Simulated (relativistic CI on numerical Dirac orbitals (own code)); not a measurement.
**Ag¹⁴⁺: q coefficients and field-shift factors**

Computed by Dirac-Coulomb-Breit CI, separate exchange-only KLI orbitals for each configuration, derivatives by finite differences, unscaled Slater integrals, QED left out (own radial code, finite nucleus).

CI space (outside the closed core [Ar] 3d10): 4s2 4p3, 4s 4p4, 4p5, 4s2 4p2 4d, 4s 4p3 4d, 4s2 4p2 4f, 4s2 4p 4d2, 4s2 4d3, 4s 4p 4d3, 4s2 4d2 4f. Double excitations out of closed p, d and f shells are left out; levels of such configurations are missing from the list, as are those of other unlisted configurations, and high levels can miss mixing partners.

With x = (α/α₀)² − 1 an excitation energy changes as ω = ω₀ + qx; K = 2q/ω₀ is the relative enhancement. Terms are leading LS components, so labels can repeat. The field-shift factor is F = δν/δ⟨r²⟩ for the transition from the lowest level.

Lowest level 4s2 4p3 4S°_3/2.

| Level | ω₀ (cm⁻¹) | q (cm⁻¹) | K | F (GHz/fm²) |
| --- | --- | --- | --- | --- |
| 4s2 4p3 2D°_3/2 | 45369 | 36410 | 1.61 | -0.712 |
| 4s2 4p3 2D°_5/2 | 61999 | 45870 | 1.48 | -0.839 |
| 4s2 4p3 2P°_1/2 | 88748 | 46610 | 1.05 | -1.47 |
| 4s2 4p3 2P°_3/2 | 127816 | 101700 | 1.59 | -2.69 |
| 4s 4p4 4P_5/2 | 338379 | 66510 | 0.393 | -67 |
| 4s 4p4 4P_3/2 | 370527 | 97800 | 0.528 | -66.6 |
| 4s 4p4 4P_1/2 | 377037 | 95810 | 0.508 | -67 |
| 4s 4p4 2D_3/2 | 422419 | 89440 | 0.423 | -60.2 |
| 4s 4p4 2D_5/2 | 435540 | 110400 | 0.507 | -62.1 |
| 4s 4p4 2S_1/2 | 478016 | 98710 | 0.413 | -59.7 |
| 4s 4p4 2P_3/2 | 487443 | 88500 | 0.363 | -44.6 |
| 4s2 4p2 4d 4F_3/2 | 515448 | 14790 | 0.0574 | -1.06 |
| 4s2 4p2 4d 4F_5/2 | 529377 | 24520 | 0.0926 | 1.88 |

At this charge energies of transitions that change n are usually good to better than 1 %, and those within a shell (Δn = 0) to a few per cent.
